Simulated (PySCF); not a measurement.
F₄Sb (SMILES [F][Sb+]([F])([F])[F]), charge +1, singlet, geometry from GFN2-xTB (all electrons, no relativity); MN15/STO-3G run with PySCF.

The PySCF input:
```python
from pyscf import gto, scf, dft

mol = gto.Mole()
mol.atom = '''
    Sb    0.00000000    0.00000000    0.00000000
    F     1.78716823   -0.30357238   -0.62788667
    F    -0.08155754    0.81022628    1.73702329
    F    -0.73508024    1.12801739   -1.36660234
    F    -0.97053045   -1.63467128    0.25746573
'''
mol.basis = 'sto-3g'
mol.charge = 1
mol.verbose = 4
mol.build()

mf = dft.RKS(mol)
mf.xc = 'mn15'
mf.grids.radi_method = dft.radi.mura_knowles
mf.kernel()
```

The log (banner, timings and long lists left out):

```
PySCF version 2.14.0

[INPUT] verbose = 4
[INPUT] num. atoms = 5
[INPUT] num. electrons = 86
[INPUT] charge = 1
[INPUT] spin (= nelec alpha-beta = 2S) = 0
[INPUT] symmetry False subgroup None
[INPUT] Mole.unit = angstrom
[INPUT] Symbol           X                Y                Z      unit          X                Y                Z       unit  Magmom
[INPUT]  1 Sb     0.000000000000   0.000000000000   0.000000000000 AA    0.000000000000   0.000000000000   0.000000000000 Bohr   0.0
[INPUT]  2 F      1.787168230000  -0.303572380000  -0.627886670000 AA    3.377258493224  -0.573668657182  -1.186533843565 Bohr   0.0
[INPUT]  3 F     -0.081557540000   0.810226280000   1.737023290000 AA   -0.154121413993   1.531105768125   3.282498290091 Bohr   0.0
[INPUT]  4 F     -0.735080240000   1.128017390000  -1.366602340000 AA   -1.389100333180   2.131643930847  -2.582504143790 Bohr   0.0
[INPUT]  5 F     -0.970530450000  -1.634671280000   0.257465730000 AA   -1.834036746051  -3.089081022892   0.486539716161 Bohr   0.0

nuclear repulsion = 588.657038229347
number of shells = 23
number of NR pGTOs = 141
number of NR cGTOs = 47
basis = sto-3g
ecp = {}

******** <class 'pyscf.dft.rks.RKS'> ********
method = RKS
initial guess = minao
damping factor = 0
level_shift factor = 0
DIIS = <class 'pyscf.scf.diis.CDIIS'>
diis_start_cycle = 1
diis_space = 8
diis_damp = 0
SCF conv_tol = 1e-09
SCF conv_tol_grad = None
SCF max_cycles = 50
direct_scf = True
direct_scf_tol = 1e-13
XC library pyscf.dft.libxc version 7.1.2
    S. Lehtola, C. Steigemann, M. J. T. Oliveira, and M. A. L. Marques,  SoftwareX 7, 1–5 (2018)
XC functionals = mn15
    H. S. Yu, X. He, S. L. Li, and D. G. Truhlar,  Chem. Sci. 7, 5032–5051 (2016)
    H. S. Yu, X. He, S. L. Li, and D. G. Truhlar,  Chem. Sci. 7, 5032–5051 (2016)
radial grids: Mura-Knowles [JCP 104, 9848 (1996); DOI:10.1063/1.471749] log3 quadrature radial grids
becke partition: Becke, JCP 88, 2547 (1988); DOI:10.1063/1.454033
pruning grids: <function nwchem_prune>
grids dens level: 3
symmetrized grids: False
atomic radii adjust function: <function treutler_atomic_radii_adjust>
small_rho_cutoff = 0
Set gradient conv threshold to 3.16228e-05
Initial guess from minao.
tot grids = 74392
init E= -6623.60679210858
  HOMO = -0.735338862499183  LUMO = -0.462678428078324  gap/eV = 7.41947
cycle= 1 E= -6641.10062639474  delta_E= -17.5  |g|= 0.471  |ddm|= 3.07
  HOMO = -0.444571314793495  LUMO = -0.180311025899772  gap/eV = 7.19089
cycle= 2 E= -6641.14704514078  delta_E= -0.0464  |g|= 0.367  |ddm|= 1.64
  HOMO = -0.515245618334577  LUMO = -0.199931086671952  gap/eV = 8.58015
cycle= 3 E= -6641.21266711729  delta_E= -0.0656  |g|= 0.0148  |ddm|= 0.741
  HOMO = -0.513733669479698  LUMO = -0.197876276748502  gap/eV = 8.59492
cycle= 4 E= -6641.21281063271  delta_E= -0.000144  |g|= 0.0015  |ddm|= 0.038
  HOMO = -0.513773904236063  LUMO = -0.197625822567911  gap/eV = 8.60283
cycle= 5 E= -6641.21281423828  delta_E= -3.61e-06  |g|= 0.000102  |ddm|= 0.0088
  HOMO = -0.513778841652328  LUMO = -0.197633877536116  gap/eV = 8.60274
cycle= 6 E= -6641.21281424588  delta_E= -7.6e-09  |g|= 9.81e-05  |ddm|= 0.000538
  HOMO = -0.513780197043968  LUMO = -0.19763365237392  gap/eV = 8.60279
cycle= 7 E= -6641.21281425019  delta_E= -4.3e-09  |g|= 1e-05  |ddm|= 0.000188
  HOMO = -0.513779670290511  LUMO = -0.197632929194084  gap/eV = 8.60279
cycle= 8 E= -6641.21281425029  delta_E= -1.06e-10  |g|= 9.63e-07  |ddm|= 2.78e-05
  HOMO = -0.513779753930312  LUMO = -0.197633003644743  gap/eV = 8.60279
Extra cycle  E= -6641.21281425029  delta_E=    0  |g|= 8.31e-07  |ddm|= 4.82e-06
converged SCF energy = -6641.21281425029
```
